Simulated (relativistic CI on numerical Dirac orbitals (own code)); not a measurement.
## Spin-allowed bands of a d3 ion in a tetrahedral site, by hand

Problem. Take Δ = 4310 cm⁻¹ and B = 590 cm⁻¹ for a d3 ion in a tetrahedral site. Calculate the three spin-allowed bands.

Working.
1. The terms of highest spin are 4F (energy 0) and 4P (15B = 8850 cm⁻¹). Here the F term splits into A2 at +1.2Δ = 5172, T2 at +0.2Δ = 862 and T1 at −0.6Δ = -2586 cm⁻¹.
2. The two T1 states mix through the element 0.4Δ: H = [[-2586, 1724], [1724, 8850]], with roots ½(H₁₁ + H₂₂) ∓ ½√[(H₂₂ − H₁₁)² + 4H₁₂²] = ½(6264) ∓ ½(11944) = -2840 and 9104 cm⁻¹.
3. The ground term is 4T1 at -2840 cm⁻¹.
4. Bands: 4T2 3702 cm⁻¹ (2701 nm), 4A2 8012 cm⁻¹ (1248 nm), 4T1(P) 11944 cm⁻¹ (837 nm).

Check. Exact diagonalisation of the whole d3 shell with these parameters gives 4T2 3702, 4A2 8012, 4T1 11944 cm⁻¹. The match is exact, since without spin-orbit coupling no other term has this spin. The ratio of the second band to the first, 2.164, depends on Δ/B = 7.3 alone, which is how a Tanabe-Sugano diagram is read.
